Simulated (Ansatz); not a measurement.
Reaction (substitution at a C–Si bond): `CO[Si](C)(O)F` + `[OH][In]([Cl])[Cl]` → `C[O][In]([Cl])[Cl]` + `CO[SiH](O)F`

Program: Ansatz. Geometries: PBE0-D4/def2-TZVP. ΔE: electronic, gas phase. CCSD(T)/CBS adds triple-zeta CCSD(T) − MP2 to the extrapolated MP2 energy (def2 sets, frozen cores). Functionals use def2-TZVPP. B3LYP here is the variant with VWN-RPA as its local correlation; programs differ in this. Elements past krypton have def2 core potentials. For In outer-core shells are correlated without core-valence functions, which leaves a few kJ/mol of doubt a bond. One conformer a species, not always the lowest.

`CO[Si](C)(O)F`:

Z-matrix (Å, degrees):
```
C
O 1 1.410
H 1 1.091 2 108.2
H 1 1.094 2 111.5 3 119.5
H 1 1.095 2 111.3 3 -118.9
Si 2 1.629 1 125.3 3 -172.4
O 6 1.625 2 107.8 1 167.6
C 6 1.840 2 114.8 1 -70.8
F 6 1.601 2 106.8 1 49.0
H 7 0.958 6 117.8 2 -40.2
H 8 1.092 6 110.5 2 -179.6
H 8 1.092 6 111.0 2 60.7
H 8 1.092 6 110.6 2 -59.7
```

`[OH][In]([Cl])[Cl]`:

Cartesian coordinates in Å:
```
O 0.912 0.893 0.916
In -0.069 -0.192 -0.389
Cl -2.083 -1.147 0.205
Cl 0.792 -0.501 -2.489
H 0.447 0.947 1.757
```

`C[O][In]([Cl])[Cl]`:

```xyz
8

C     1.156   -0.420   -0.642
O     0.339   -0.708    0.472
In   -1.269    0.332    0.873
Cl   -1.916    1.961   -0.629
Cl   -2.488   -0.098    2.764
H     1.506   -1.366   -1.067
H     2.032    0.164   -0.337
H     0.640    0.135   -1.435
```

`CO[SiH](O)F`:

```xyz
10

C     0.964    1.235   -0.419
O     0.473    0.224    0.436
Si   -0.858   -0.667    0.175
O    -0.909   -1.863    1.265
F    -0.781   -1.239   -1.313
H     0.266    2.076   -0.480
H     1.144    0.850   -1.428
H     1.907    1.598   -0.008
H    -2.114    0.092    0.274
H    -0.091   -2.305    1.499
```

```tsv
level	ΔE (kcal/mol)
r2SCAN-D4	28.1
B3LYP-D4	26.4
ωB97M-V	28.2
MP2/CBS(def2)	28.9
```

What does CCSD(T)/CBS give? (Estimate.)

Ansatz gave: +27.6 kcal/mol. The listed levels differ from it by 0.5, -1.2, 0.6, 1.3 kcal/mol.

Largest T1 diagnostic among the species: 0.015.

In def2-TZVPP, CCSD(T) changes the Hartree–Fock value by +2.6 kcal/mol (the triples alone add +0.1 kcal/mol) and MP2 by +3.9 kcal/mol. From PBE to PBE0 (25 % exact exchange), in def2-TZVPP and without D4, ΔE moves by +0.9 kcal/mol.
